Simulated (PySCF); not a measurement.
Compound: C6H8ClNO (charge -1 and doublet state).
Z-matrix (Å and degrees, GFN2-xTB geometry), rows numbered from 1:
```
C 
C   1  1.3521
N   2  1.3374  1  123.65
C   3  1.3317  2  118.49  1   179.09
C   4  1.3959  3  125.51  2   179.16
C   5  1.3839  4  124.94  3   178.72
Cl  6  1.7345  5  121.88  4    16.19
O   5  1.3991  4  123.73  3     0.53
C   8  1.4094  5  115.94  4    40.36
H   1  1.0779  2  121.29  3  -179.97
H   1  1.0766  2  121.26  3     0.27
H   2  1.1060  1  117.96  3   179.92
H   4  1.1007  3  119.24  2    -0.39
H   6  1.0757  5  121.69  4   173.49
H   9  1.0916  8  106.18  5  -169.40
H   9  1.0992  8  110.84  5    72.17
H   9  1.0936  8  110.33  5   -49.19
```

The hyperfine couplings belong to this conformer and change with its torsions.

Identity: `C=C[N-][CH]/C(=C\Cl)OC` [radical] (charge -1).

Method: UKS B3LYP, pcH-1 on C Cl H N O, non-relativistic, mean-field spin-orbit, GIAO in PySCF 2.14.0. Whether the extra electron is bound in the gas phase wasn't checked; a finite basis holds it in any case. The geometry wasn't refined by DFT: couplings that depend on bond lengths, twists or pyramidal angles can differ widely from those at the functional's own minimum, by a factor of two or more for some ions and for spin on atoms past the first row. The frame is twisted about the C5–C6 bond at this geometry (dihedral O8–C5–C6–H14 = -8°); couplings at other torsion angles weren't computed. The SCF solution wasn't tested for stability.

Problem. The isotropic 13C couplings are +65.6, -21.7, +21.1, -16.0, +12.6, -4.3 MHz. Assign them to C1; C2; C4; C5; C6; C9.

Solution. 
```csv
site,a_iso (MHz),ρ(0) (bohr⁻³),position,distance from C6 (Å),spin population,largest |T| (MHz)
C1,+21.1,+0.0188,a main spin site,6.02,+0.30,42.5
C2,-16.0,-0.0142,1 bond from C1,4.76,-0.07,6.8
C4,+12.6,+0.0112,a main spin site,2.47,+0.26,44.6
C5,-21.7,-0.0193,1 bond from C6,1.38,-0.03,3.4
C6,+65.6,+0.0582,largest spin population,0.00,+0.42,71.5
C9,-4.3,-0.0039,3 bonds from C4,3.47,0.00,0.7
```

ρ(0) is the spin density at the nucleus and T the dipolar tensor; a_iso includes a spin–orbit part; entries for several nuclei are means. The Mulliken spin populations are largest on C6 (+0.42), C1 (+0.30), C4 (+0.26) and N3 (+0.18). Four atoms exceed +0.15. Main spin sites, with 60 % or more of the largest population: C1, C4, C6; positions count bonds from the nearest.

The spin density at the nucleus, in bohr⁻³, is negative for C5 (-0.0193), C2 (-0.0142) and H14 (-0.0053), for instance. A restricted open-shell determinant has no negative spin density anywhere; here it arises because α and β orbitals differ (spin polarisation).

Nuclei that the bonding pattern makes equivalent are averaged, as if the motion that swaps them (rotation, inversion, ring flip) were fast.

C4, the radical centre as drawn in `C=C[N-][CH]/C(=C\Cl)OC`, holds a spin population of +0.26 out of 1.

Time: 4.5 min (with the writing of density and orbital grids); peak memory 1.1 GiB. Hardware: one thread of an AMD EPYC, shared host with 64 logical CPUs at a one-minute load of 60.
